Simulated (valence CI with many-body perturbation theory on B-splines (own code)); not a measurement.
Energy levels of Yb⁶³⁺

Method: configuration interaction combined with many-body perturbation theory (CI+MBPT): five valence electrons over a frozen Dirac-Fock core [He], a basis of 11 s, 11 p, 10 d, 8 f, 5 g, 2 h functions for each j, with the one-electron correlation potential Σ1 (screened to all orders), the two-electron term Σ2, the three-electron term Σ3, Breit, model QED; selected single and double excitations, second order for the rest, scaled by the run's own slope (own B-spline code, finite nucleus).

The last digits are not significant, and no measured levels were compared; by estimate large intervals hold to a few tenths of a per cent, small ones and those within an open d or f shell to about a per cent. Among the levels kept, up to 7400 cm⁻¹ of a level comes from second order outside the variational space, and about a tenth of that is noise between levels of different J, which matters for small intervals.

Levels 136 to 180 of 199, with energies above the lowest level, (2s^2 2p1/2^2 2p3/2) J=3/2. "Leading %" is the weight of the configuration and term that name the level; weights of strongly mixed levels are sums over their largest components and can fall short. In the jj column 3d3/2^4 stands for four electrons in 3d with j = 3/2. Lifetimes count E1, E2, E3, M1 and M2 decay at the calculated energies, and are blank where another channel may lead or the interval is too uncertain; long ones can be off by a factor of two.

```
No.  Configuration  Term     J  E (eV)  Leading %  Second component      g  Lifetime                      Leading jj
136        2s2p³3d   ⁶D°   3/2   10808         40  17 % 2s2p³3d ⁴D°  1.386   3.00 fs   2s 2p1/2 2p3/2^2 3d3/2 (93 %)
137        2s2p³3d   ⁶D°   1/2   10810         48  18 % 2s2p³3d ⁴D°  2.233   3.99 fs   2s 2p1/2 2p3/2^2 3d3/2 (99 %)
138        2s2p³3d   ⁶D°   5/2   10812         34  24 % 2s2p³3d ⁴F°  1.262   2.04 fs   2s 2p1/2 2p3/2^2 3d3/2 (88 %)
139        2s2p³3p    ⁴P   3/2   10822         31   25 % 2s2p³3p ⁴D  1.384   6.64 fs  2s 2p1/2 2p3/2^2 3p3/2 (100 %)
140        2s2p³3d   ⁴G°   7/2   10822         36  22 % 2s2p³3d ⁴D°  1.206   2.13 fs   2s 2p1/2 2p3/2^2 3d3/2 (98 %)
141          2p⁴3p   ⁴P°   3/2   10824         26    16 % 2p⁴3p ⁴S°  1.431   1.12 fs    2p1/2^2 2p3/2^2 3p1/2 (84 %)
142          2p⁴3p   ²D°   5/2   10827         24    22 % 2p⁴3p ⁴D°  1.181   1.41 fs    2p1/2^2 2p3/2^2 3p1/2 (82 %)
143        2s2p³3p    ²P   1/2   10837         73   16 % 2s2p³3p ⁴D  0.724   53.0 fs   2s 2p1/2 2p3/2^2 3p3/2 (99 %)
144        2s2p³3p    ⁴P   5/2   10839         51   17 % 2s2p³3p ⁴F  1.329   3.55 fs   2s 2p1/2 2p3/2^2 3p3/2 (96 %)
145        2s2p³3p    ⁴P   3/2   10844         36   21 % 2s2p³3p ²P  1.344   6.88 fs   2s 2p1/2 2p3/2^2 3p3/2 (99 %)
146        2s2p³3p    ²F   7/2   10844         79   14 % 2s2p³3p ⁴F  1.163   3.81 fs   2s 2p1/2 2p3/2^2 3p3/2 (99 %)
147        2s2p³3p    ²D   5/2   10851         47   19 % 2s2p³3p ⁴D  1.251   20.3 fs   2s 2p1/2 2p3/2^2 3p3/2 (99 %)
148        2s2p³3d   ⁴G°   9/2   10855         47  40 % 2s2p³3d ²G°  1.142    178 fs   2s 2p1/2 2p3/2^2 3d3/2 (98 %)
149        2s2p³3p    ²D   3/2   10858         35   22 % 2s2p³3p ²P  1.281   4.52 fs   2s 2p1/2 2p3/2^2 3p3/2 (99 %)
150        2s2p³3p    ²D   5/2   10862         50   19 % 2s2p³3p ⁴D  1.239   24.9 fs   2s 2p1/2 2p3/2^2 3p3/2 (99 %)
151        2s2p³3d   ⁴F°   7/2   10865         40  32 % 2s2p³3d ⁴D°  1.249    960 as   2s 2p1/2 2p3/2^2 3d3/2 (97 %)
152        2s2p³3p    ²P   1/2   10867         40   17 % 2s2p³3p ²S  1.404   2.82 fs   2s 2p1/2 2p3/2^2 3p3/2 (88 %)
153        2s2p³3d   ⁴D°   5/2   10871         34  33 % 2s2p³3d ⁴P°  1.352   1.01 fs   2s 2p1/2 2p3/2^2 3d3/2 (90 %)
154        2s2p³3d   ⁴P°   3/2   10879         38  28 % 2s2p³3d ⁴S°  1.603    928 as   2s 2p1/2 2p3/2^2 3d3/2 (90 %)
155        2s2p³3d   ⁶D°   9/2   10884         50  20 % 2s2p³3d ⁴G°  1.353    473 fs   2s 2p1/2 2p3/2^2 3d5/2 (98 %)
156        2s2p³3p    ²P   1/2   10884         58   27 % 2s2p³3p ⁴P  1.361   6.28 fs   2s 2p1/2 2p3/2^2 3p3/2 (98 %)
157          2p⁴3p   ²P°   1/2   10885         68    18 % 2p⁴3p ⁴D°  0.639   1.05 fs    2p1/2^2 2p3/2^2 3p1/2 (93 %)
158        2s2p³3p    ²D   3/2   10886         48   30 % 2s2p³3p ²P  1.037   6.92 fs   2s 2p1/2 2p3/2^2 3p3/2 (99 %)
159        2s2p³3d   ⁴D°   7/2   10889         44  26 % 2s2p³3d ⁶D°  1.347   23.3 fs   2s 2p1/2 2p3/2^2 3d5/2 (98 %)
160        2s2p³3d   ⁴D°   1/2   10908         71  12 % 2s2p³3d ⁴P°  0.576   2.51 fs   2s 2p1/2 2p3/2^2 3d5/2 (77 %)
161        2s2p³3d   ⁴F°   3/2   10909         54  14 % 2s2p³3d ⁴D°  0.744   3.63 fs   2s 2p1/2 2p3/2^2 3d3/2 (81 %)
162        2s2p³3d   ⁴D°   5/2   10923         47  13 % 2s2p³3d ⁴G°  1.243    881 as   2s 2p1/2 2p3/2^2 3d5/2 (84 %)
163        2s2p³3d   ⁴G°  11/2   10928        100                    1.248    672 fs  2s 2p1/2 2p3/2^2 3d5/2 (100 %)
164        2s2p³3d   ⁴F°   9/2   10931         67  31 % 2s2p³3d ²G°  1.236    237 fs   2s 2p1/2 2p3/2^2 3d5/2 (99 %)
165        2s2p³3d   ⁴F°   3/2   10932         35  32 % 2s2p³3d ⁴D°  0.978    932 as   2s 2p1/2 2p3/2^2 3d5/2 (52 %)
166        2s2p³3d   ²F°   5/2   10935         36  16 % 2s2p³3d ⁴G°  0.959   8.18 fs   2s 2p1/2 2p3/2^2 3d3/2 (90 %)
167        2s2p³3d   ⁴D°   3/2   10936         38  16 % 2s2p³3d ²D°  0.997   2.45 fs   2s 2p1/2 2p3/2^2 3d3/2 (71 %)
168        2s2p³3d   ²G°   7/2   10938         69  12 % 2s2p³3d ⁴G°  0.962   16.7 fs   2s 2p1/2 2p3/2^2 3d3/2 (90 %)
169        2s2p³3d   ⁴D°   1/2   10939         50  32 % 2s2p³3d ²S°  0.805   2.17 fs   2s 2p1/2 2p3/2^2 3d3/2 (66 %)
170        2s2p³3d   ²P°   1/2   10945         37  30 % 2s2p³3d ⁴P°  1.379   1.00 fs   2s 2p1/2 2p3/2^2 3d5/2 (52 %)
171        2s2p³3d   ²F°   5/2   10948         29  24 % 2s2p³3d ⁴F°  1.059   6.24 fs   2s 2p1/2 2p3/2^2 3d3/2 (86 %)
172        2s2p³3d   ²D°   3/2   10956         28  14 % 2s2p³3d ⁴S°  1.254    813 as   2s 2p1/2 2p3/2^2 3d3/2 (61 %)
173        2s2p³3d   ²F°   5/2   10962         43  22 % 2s2p³3d ²D°  1.032    713 as   2s 2p1/2 2p3/2^2 3d3/2 (94 %)
174        2s2p³3d   ²F°   7/2   10964         59  22 % 2s2p³3d ⁴D°  1.155   1.11 fs   2s 2p1/2 2p3/2^2 3d5/2 (87 %)
175        2s2p³3d   ²D°   3/2   10967         45  32 % 2s2p³3d ²P°  1.037    790 as   2s 2p1/2 2p3/2^2 3d3/2 (93 %)
176       2s²2p²4s    ⁴P   1/2   10972         46  31 % 2s²2p²4s ²S  1.996   8.67 fs         2s^2 2p1/2^2 4s (100 %)
177        2s2p³3d   ²P°   3/2   10972         48  10 % 2s2p³3d ²D°  1.262    645 as   2s 2p1/2 2p3/2^2 3d5/2 (58 %)
178        2s2p³3d   ²P°   1/2   10973         44  34 % 2s2p³3d ⁴D°  0.614    870 as   2s 2p1/2 2p3/2^2 3d3/2 (80 %)
179        2s2p³3d   ²D°   5/2   10975         56  14 % 2s2p³3d ⁴P°  1.172    684 as   2s 2p1/2 2p3/2^2 3d5/2 (87 %)
180        2s2p³3d   ²P°   1/2   10979         51  38 % 2s2p³3d ²S°  1.151    642 as   2s 2p1/2 2p3/2^2 3d3/2 (77 %)
```
